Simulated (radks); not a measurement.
Values are calculated unless marked as measured or tabulated.
Task: These are the eigenvalues of the occupied orbitals of an atom or ion with whole-number occupations (eV). Level of theory: scalar-relativistic Kohn-Sham, LDA (Slater exchange, VWN5 correlation), spin-polarised, spherical densities, finite nucleus; Fermi nuclear charge, rms radius of each element as measured or else 0.836 A^(1/3) + 0.57 fm (a radial shooting solver on a logarithmic mesh with Libxc functionals).

orbital  eigenvalue
1s up     -65194.09
1s down   -65192.83
2s up     -12738.03
2s down   -12737.24
2p up     -11456.75
2p down   -11455.98
3s up     -4319.658
3s down   -4318.302
3p up     -3933.362
3p down   -3931.950
3d up     -3484.509
3d down   -3483.274
4s up     -2111.923

Which element is it, and in what charge state? The configuration may be excited. Open shells, if any, are filled with parallel spins first.

Result: Z = 71, lutetium, charge +42: Lu42+ in [Ar] 3d10 4s1. The list shows which subshells hold electrons but not how many an open one holds; the 1s level, -2395.8 hartree, gives Z - s = 69.2 by -(Z - s)^2/2, which with screening and relativity narrows Z to a few neighbours, and the depths of the outer levels then fix element, charge and occupations together.
